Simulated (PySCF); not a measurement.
**Two-dimensional NMR puzzle**

Compound of formula C4H13FN2Si2. Correlations simulated from computed shifts and the bond graph:

HSQC (one-bond C–H):
```tsv
δH	δC
5.99	112.8
2.73	39.7
```

COSY cross peaks (H two or three bonds apart, from the bond graph; peaks can be absent where the dihedral angle is near 90°):
```tsv
δH	δH
5.99	4.17
```

HMBC (two and three bonds, from the bond graph):
```tsv
δH	δC
5.99	187.4
5.26	187.4, 112.8, 39.7
4.17	187.4, 112.8
2.73	39.7
```

Carbons without hydrogens: δ 187.4.

- σ from GIAO-PBE0/pcSseg-1
- GFN2-xTB geometry
- code: PySCF 2.14
- no solvent model, equivalent nuclei averaged, single conformer, no relativistic terms

Referencing at the same level of theory: $^{1}$H (σ = 31.72 ppm), $^{13}$C (σ = 186.93 ppm) against TMS.

Exchangeable hydrogens are left out of these lists.

Question: Assemble the structure.

Answer: SMILES F/C([Si@H](N(C)C)N)=C/[SiH3].

Atom-mapped SMILES (the numbers label the heavy atoms): `[CH3:1][N:2]([CH3:3])[Si@H:4]([NH2:5])/[C:6]([F:7])=[CH:8]\[SiH3:9]`; H(Xn) means a hydrogen on atom n.

- δC 187.4 is C6, a fully substituted alkene carbon.
- δC 112.8 is C8, an alkene CH (δH 5.99).
- δC 39.7 is C1/C3, a methyl carbon bonded to N (δH 2.73).
- HMBC from δH 5.99 reaches the proton-free carbon C6.
- HMBC from δH 5.26 reaches the proton-free carbon C6.
- HMBC from δH 4.17 reaches the proton-free carbon C6.
- COSY links 5.99–4.17.

The shifts were computed for this structure.

OH/NH shifts are gas-phase values; hydrogen bonding in solution moves them, usually downfield. Shifts are as computed. Against solution values, carbons near 30 ppm lie about +3 ppm off and those near 130 ppm about +5 ppm. Of 1211 compounds with measured shifts, 218 miss one by over three times the rms of a fit or turn the order of signals round; such compounds aren't used in these exercises.
